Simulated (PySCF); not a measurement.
C2H7BN2.
Geometry (PBE0-D3(BJ)/def2-SVP, Å), atoms numbered from 1 in this order:
```xyz
12
C2H7BN2 angstrom
B     -0.9422    1.0643   -0.1423
N      0.4637    1.1797   -0.2285
C      1.1151   -0.1010   -0.0362
C     -0.0488   -1.1030    0.1844
N     -1.2484   -0.2929    0.1059
H     -1.7382    1.9631   -0.2597
H      1.0193    2.0047   -0.3881
H      1.7979   -0.0925    0.8331
H      1.7243   -0.3916   -0.9117
H      0.0466   -1.6090    1.1626
H     -0.0348   -1.8980   -0.5837
H     -2.1521   -0.7251    0.2121
```

Theory: core-valence-separated Tamm–Dancoff BHandHLYP/aug-pcX-1 (pcseg-1 on H) in PySCF, non-relativistic, gas phase, PBE0-D3(BJ)/def2-SVP geometry. No shift to experiment was applied.

The lowest roots of each edge with f over 0.003 (five at most, numbered afresh; weaker and dark ones are left out), with transition dipoles (au) in the frame of the coordinates:

```tsv
root	edge	E (eV)	f	μx	μy	μz
1	C	286.16	0.0089	-0.0272	-0.0227	0.0044
2	C	286.17	0.0235	0.0379	-0.0433	0.0060
3	C	286.74	0.0582	-0.0036	-0.0151	-0.0898
4	C	287.15	0.0106	0.0281	0.0262	-0.0062
5	C	287.15	0.0089	-0.0248	0.0253	-0.0031
6	N	399.21	0.0253	-0.0357	-0.0352	0.0082
7	N	399.22	0.0034	-0.0186	0.0003	0.0011
8	N	399.66	0.0429	-0.0036	-0.0116	-0.0651
9	N	400.59	0.0037	-0.0155	-0.0114	0.0025
10	N	400.87	0.0058	0.0204	-0.0132	0.0012
11	B	188.26	0.0784	-0.0061	-0.0220	-0.1283
12	B	190.25	0.0071	-0.0257	0.0291	-0.0036
13	B	190.93	0.0067	-0.0250	0.0282	-0.0037
14	B	191.18	0.0090	-0.0021	-0.0074	-0.0431
```

Q: Molecules are fixed in this frame and the field points along (1, 1, 0)/√2. What effective strengths 3 f cos²θ do the roots have (θ between field and μ)?

A: root 1 (C3/C4): 0.026, root 2 (C3/C4): 0.000, root 3 (C3/C4): 0.004, root 4 (C3/C4): 0.031, root 5 (C3/C4): 0.000, root 6 (N2/N5): 0.074, root 7 (N2/N5): 0.005, root 8 (N2/N5): 0.003, root 9 (N2/N5): 0.011, root 10 (N2/N5): 0.001, root 11 (B1): 0.005, root 12 (B1): 0.000, root 13 (B1): 0.000, root 14 (B1): 0.001. Root 6 is the strongest. Averaged over all orientations cos²θ is 1/3, which gives f back. For degenerate partners only the sum has meaning, as the program may mix them freely.

